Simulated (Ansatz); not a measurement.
ZnI2⁺, relaxed as a doublet with UKS r2SCAN-D4/def2-TZVP in Ansatz, starting from the GFN1-xTB geometry. Force threshold 0.02 eV/Å.

In the def2 sets I takes a core potential; there is no spin–orbit coupling. The relaxation made no stability test and no search for a lower SCF solution. The structure comes from a short search, and lower isomers may exist.

Start:

| atom | x (Å) | y (Å) | z (Å) |
| --- | --- | --- | --- |
| Zn1 | -0.001 | -0.001 | 0.000 |
| I2 | -2.199 | 0.985 | 0.592 |
| I3 | 2.199 | -0.984 | -0.592 |

```
step  energy (eV)  largest force component (eV/Å)  SCF passes
   1  -64621.6542                           0.372          31
   2  -64621.6736                           0.134          24
   3  -64621.6761                           0.001          25
```

Force components are those of the run's own axes.

End:

| atom | x (Å) | y (Å) | z (Å) |
| --- | --- | --- | --- |
| Zn1 | 0.000 | 0.000 | 0.000 |
| I2 | -2.156 | 0.965 | 0.580 |
| I3 | 2.156 | -0.965 | -0.580 |

By distances, no bond broke or formed. The bond that changes most is Zn1–I3, from 2.48 to 2.43 Å (atoms count from 1).

No frequencies were taken in this run, so the end may be a saddle point.

Hardware: 4 threads of Arm Neoverse V1 on a shared host. Wall time 10 s.
